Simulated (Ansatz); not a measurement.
Species: GaF2, net charge -1, singlet state. 
Structure (B3LYP-D3(BJ)/def2-TZVP (Ansatz, a program for electronic structure) minimum search):
```
Ga
F 1 1.8909
F 1 1.8909 2 97.54
```
Charge -1, spin multiplicity 1.

Basis-set convergence of Hartree-Fock and CCSD(T) correlation energies (hartree) with Ansatz. Cores are frozen in the correlated levels unless marked. Spin-orbit coupling is left out. Frozen are the shells of the preceding noble gas and the d and f shells that filled before the atom's block. No relativistic terms.

```json
[
 {"basis": "aug-cc-pVDZ", "functions": "82", "E(HF)": "-2122.25008", "E(corr, CCSD(T))": "-0.51452"},
 {"basis": "aug-cc-pVTZ", "functions": "151", "E(HF)": "(withheld)", "E(corr, CCSD(T))": "(withheld)"}
]
```

Question: Complete the blanks.

Answer: 
- aug-cc-pVTZ, E(HF): -2122.36855
- aug-cc-pVTZ, E(corr, CCSD(T)): -0.63584
